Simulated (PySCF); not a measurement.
Isomers of CH4N2Si. Gas-phase values, no solvent. One relaxed conformer stands for each flexible species; it need not be the lowest. Strings in code marks are SMILES.

Level of theory: B3LYP-D3(BJ)/def2-TZVP in PySCF 2.14.0. B3LYP has the VWN-RPA correlation part, as in Gaussian. Delta-SCF ions had no search for a lower state. Excitations are Tamm–Dancoff values on a coarser integration grid. The basis has no diffuse functions, so Rydberg states are missing or too high.

| species | T1 excitation (TDA) (eV) | HOMO (eV) | S1 oscillator strength | HOMO–LUMO gap (eV) | vertical ionisation energy (Delta-SCF) (eV) |
|---|---|---|---|---|---|
| `N=C=[SiH]N` | 1.61 | -5.46 | 0.004 | ___ | 7.71 |
| `N(/[H])=[SiH]\C=N/[H]` (N–C–Si–N torsion 0°) | ___ | -7.43 | 0.001 | 4.78 | 9.77 |
| `N#CN[SiH3]` | 5.52 | -7.59 | 0.000 | ___ | 10.06 |
| `N#C[SiH2]N` | 5.55 | -8.09 | 0.040 | 7.10 | 10.67 |
| `N=C=N[SiH3]` | 5.53 | ___ | ___ | 7.41 | ___ |
| `[H]/N=[SiH]/N=C` (C–N–Si–N torsion 59°) | 3.12 | ___ | ___ | 4.90 | 9.06 |
| `[H]/N=C\N=[SiH2]` (N–C–N–Si torsion 87°) | 2.88 | -6.78 | 0.000 | 4.32 | 8.97 |

### Question
Complete the blanks.

### Answer

- `N=C=[SiH]N`, HOMO–LUMO gap (eV): 3.68
- `N(/[H])=[SiH]\C=N/[H]` (N–C–Si–N torsion 0°), T1 excitation (TDA) (eV): 2.79
- `N#CN[SiH3]`, HOMO–LUMO gap (eV): 6.83
- `N=C=N[SiH3]`, HOMO (eV): -7.48
- `N=C=N[SiH3]`, S1 oscillator strength: 0.001
- `N=C=N[SiH3]`, vertical ionisation energy (Delta-SCF) (eV): 9.88
- `[H]/N=[SiH]/N=C` (C–N–Si–N torsion 59°), HOMO (eV): -6.86
- `[H]/N=[SiH]/N=C` (C–N–Si–N torsion 59°), S1 oscillator strength: 0.016
